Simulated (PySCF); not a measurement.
**Mayer bond orders and bond lengths**

Compound: C5H12OSi3.
Numbering: `[CH:1]#[C:2][SiH2:3][Si@H:4]1[CH2:5][C@H:6]([O:7][SiH3:8])[CH2:9]1` (hydrogens: H10 on C1; H11, H12 on Si3; H13 on Si4; H14, H15 on C5; H16 on C6; H17, H18, H19 on Si8; H20, H21 on C9)

Geometry (GFN2-xTB, Å), atoms numbered from 1 in this order:
```xyz
21
C5H12OSi3 angstrom
C     -2.7466    1.5985   -1.5345
C     -2.7891    0.4676   -1.1270
Si    -2.7795   -1.2670   -0.4786
Si    -0.7258   -1.6940    0.5023
C      0.8024   -1.2497   -0.5659
C      0.9400    0.0857    0.1812
O      2.2684    0.4065    0.4611
Si     2.9006    1.6787    1.2258
C      0.0704   -0.2089    1.4149
H     -2.7197    2.5876   -1.8940
H     -3.9076   -1.3608    0.4591
H     -3.0861   -2.1326   -1.6268
H     -0.5875   -2.9697    1.2270
H      1.6736   -1.8700   -0.3641
H      0.7110   -1.1440   -1.6442
H      0.4901    0.8977   -0.4050
H      2.5519    2.9358    0.5539
H      4.3121    1.3437    1.1274
H      2.4405    1.7826    2.6156
H     -0.5368    0.6334    1.7396
H      0.7087   -0.5040    2.2458
```

Bond orders from the PBE0/pcSseg-1 density (PySCF). Isolated species at its GFN2-xTB geometry (one conformer only).

How far do the computed orders between heavy atoms stray from the drawn ones?

The largest departure is 0.441, at C1–C2 (drawn triple, 2.559). Drawn single, order below 0.88: C6–O7 (0.857). Drawn double or triple, more than 0.30 short of the drawn order: C1–C2 (2.559).

Set the Mayer orders of the bonds beside their lengths.

```csv
bond,drawn as,length (Å),Mayer order
C1–C2,triple,1.203,2.559
C2–Si3,single,1.852,0.906
Si3–Si4,single,2.316,0.905
Si4–C5,single,1.917,0.922
C5–C6,single,1.536,0.985
C6–O7,single,1.395,0.857
O7–Si8,single,1.613,0.983
C6–C9,single,1.538,1.000
C9–Si4,single,1.916,0.918
C1–H10,single,1.053,1.087
Si3–H11,single,1.470,0.928
Si3–H12,single,1.470,0.932
Si4–H13,single,1.474,0.944
C5–H14,single,1.088,0.938
C5–H15,single,1.087,0.951
C6–H16,single,1.098,0.935
Si8–H17,single,1.467,0.910
Si8–H18,single,1.454,0.942
Si8–H19,single,1.468,0.910
C9–H20,single,1.088,0.948
C9–H21,single,1.089,0.932
```

By pair of heavy elements: C–C: lowest C5–C6 (0.985, 1.536 Å), highest C1–C2 (2.559, 1.203 Å). C–Si: all 3 within 0.02 of one another (0.906 to 0.922).

Sum the orders of all bonds at each heavy atom with more than one neighbour and set the sums beside the valence in the SMILES.

C1 3.646 (drawn 4), C2 3.465 (drawn 4), Si3 3.671 (drawn 4), Si4 3.689 (drawn 4), C5 3.796 (drawn 4), C6 3.777 (drawn 4), O7 1.840 (drawn 2), Si8 3.745 (drawn 4), C9 3.798 (drawn 4). Orders between atoms that aren't bonded are not in these sums.

Mayer orders depend on the basis set.

The run behind these numbers computed NMR shieldings as well. Hardware: an Intel Xeon at 2.50 GHz with one thread, no GPU (shared host). Cost: 2.7 min of wall time, 1.1 GiB resident at most.
